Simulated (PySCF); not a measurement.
Species: C6H6F4N2.
SMILES with atom numbers: `[CH3:1][CH2:2][n:3]1[n:4][c:5]([F:6])[cH:7][c:8]1[C:9]([F:10])([F:11])[F:12]`

Structure used (GFN2-xTB), in Å, numbered top down from 1:
```
atom  x, y, z in Å
C1     2.1009   -0.4622    0.8519
C2     1.3911   -0.4600   -0.4990
N3    -0.0385   -0.5612   -0.3348
N4    -0.6043   -1.7512   -0.2285
C5    -1.8880   -1.5278   -0.0360
F6    -2.7455   -2.5238    0.1086
C7    -2.1891   -0.1615   -0.0109
C8    -0.9531    0.4293   -0.2042
C9    -0.6157    1.8758   -0.2756
F10   -1.6960    2.6426   -0.1218
F11   -0.0552    2.2225   -1.4511
F12    0.2661    2.2517    0.6706
H13    3.1749   -0.4313    0.6964
H14    1.8106    0.4015    1.4441
H15    1.8507   -1.3673    1.3989
H16    1.6982   -1.3305   -1.0819
H17    1.6230    0.4481   -1.0586
H18   -3.1387    0.3114    0.1203
```

Probes without a nucleus sit at each ring's centroid and 1 Å off its mean plane on both sides; NICS is minus the shielding there, NICSzz its component along the normal. Level: GIAO PBE0/pcSseg-1 (PySCF, non-relativistic, gas phase) on the GFN2-xTB geometry, one conformer.

Ring bond lengths (Å), with Mayer bond orders in brackets: N3–N4 1.322 (1.20), N4–C5 1.317 (1.51), C5–C7 1.399 (1.38), C7–C8 1.383 (1.32), C8–N3 1.355 (1.03).

Task: Give the NICS values of each ring in ppm.

Result: 
```csv
ring,type,NICS(0),"NICS(1), two faces","NICS(1)zz, two faces",rms pucker (Å),"centre to ring atoms, mean (Å)"
N3–N4–C5–C7–C8,5-membered ring with 2 N; formal bonds all aromatic,-14.6,-11.1 / -11.1,-26.2 / -27.1,0.00,1.15
```

Task: What can be read from them?

Result: 
- N3–N4–C5–C7–C8: mean NICS(1)zz -26.7 ppm, shielded. For a flat ring without four-coordinate atoms the NICS criterion counts such a value as aromatic.

Task: What does the geometric index give? Use HOMA with the parameters of Krygowski (1993).

Result: 
- N3–N4–C5–C7–C8: HOMA 0.97; the largest term is that of C8–N3, α(R − Ropt)² = 0.04. The geometric and the magnetic index point the same way.

Task: At the second NICS(1) probe listed for ring N3–N4–C5–C7–C8, 1 Å off the ring, what do the in-plane components average?

Result: The isotropic value is a third of the trace: (3 × -11.1 − (-27.1))/2 = -3.1 ppm.

Task: List the ring angles and the Hirshfeld charges of the ring atoms.

Result: 
- N3–N4–C5–C7–C8: N3 111.2° (+0.052 e), N4 106.0° (-0.148 e), C5 112.2° (+0.109 e), C7 102.8° (-0.106 e), C8 107.7° (-0.009 e); sum 540.0° against 540° for a flat convex ring.

Task: What are the shieldings of the ring atoms and their hydrogens in the same run (means over atoms taken as equivalent)?

Result: 
| atoms | environment | σ isotropic (ppm) | principal values of the symmetric part, first atom (ppm) |
| --- | --- | --- | --- |
| N3 | pyrrole-type nitrogen | 48.6 | -39.2, 42.6, 142.4 |
| N4 | pyridine-type nitrogen | -53.9 | -268.1, -35.4, 141.8 |
| C5 | aromatic C–F carbon | 16.4 | -50.3, 35.0, 64.4 |
| C7 | aromatic CH carbon | 87.1 | 32.8, 70.0, 158.5 |
| C8 | substituted aromatic carbon | 50.8 | -6.2, 41.0, 117.6 |
| H18 | aromatic hydrogen | 25.38 | 21.7, 26.2, 28.2 |
